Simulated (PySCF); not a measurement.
Sn(OH)3(SH) (H4O3SSn), SMILES [SH][Sn]([OH])([OH])[OH].

Geometry: PBE0-D3(BJ)/def2-SVP. The def2 effective core potentials stand for the cores of Sn; spin–orbit coupling is left out. Other conformers were not sampled.

The numbers are results of TDDFT-PBE/def2-SVPD run with PySCF, not measurements.

Vertical excitations. Gas-phase values at a fixed geometry.

```json
[
 {"state": "S1", "energy (eV)": "4.00", "λ (nm)": "310", "f": "0.013", "main pairs": "HOMO→LUMO 99 %"},
 {"state": "S2", "energy (eV)": "4.64", "λ (nm)": "267", "f": "0.013", "main pairs": "HOMO−1→LUMO 76 %, HOMO−2→LUMO 19 %"},
 {"state": "S3", "energy (eV)": "4.74", "λ (nm)": "261", "f": "0.012", "main pairs": "HOMO−3→LUMO 55 %, HOMO−2→LUMO 42 %"},
 {"state": "S4", "energy (eV)": "4.90", "λ (nm)": "253", "f": "0.075", "main pairs": "HOMO−3→LUMO 39 %, HOMO−2→LUMO 36 %, HOMO−1→LUMO 19 %"},
 {"state": "S5", "energy (eV)": "5.88", "λ (nm)": "211", "f": "0.097", "main pairs": "HOMO−4→LUMO 83 %"},
 {"state": "S6", "energy (eV)": "5.92", "λ (nm)": "210", "f": "0.005", "main pairs": "HOMO→LUMO+1 95 %"},
 {"state": "S7", "energy (eV)": "6.04", "λ (nm)": "205", "f": "0.047", "main pairs": "HOMO−5→LUMO 85 %"},
 {"state": "S8", "energy (eV)": "6.18", "λ (nm)": "201", "f": "0.020", "main pairs": "HOMO−6→LUMO 78 %"},
 {"state": "S9", "energy (eV)": "6.39", "λ (nm)": "194", "f": "0.004", "main pairs": "HOMO→LUMO+3 67 %, HOMO→LUMO+2 28 %"},
 {"state": "S10", "energy (eV)": "6.48", "λ (nm)": "191", "f": "0.012", "main pairs": "HOMO−1→LUMO+1 89 %"},
 {"state": "T1", "energy (eV)": "3.65", "λ (nm)": "340", "f": "0", "main pairs": "HOMO→LUMO 100 %"},
 {"state": "T2", "energy (eV)": "4.26", "λ (nm)": "291", "f": "0", "main pairs": "HOMO−1→LUMO 83 %, HOMO−2→LUMO 15 %"},
 {"state": "T3", "energy (eV)": "4.34", "λ (nm)": "286", "f": "0", "main pairs": "HOMO−2→LUMO 84 %, HOMO−1→LUMO 15 %"},
 {"state": "T4", "energy (eV)": "4.48", "λ (nm)": "277", "f": "0", "main pairs": "HOMO−3→LUMO 98 %"}
]
```
Triplets are in the Tamm–Dancoff approximation, which puts them higher than full response would, so one can lie above its singlet here.
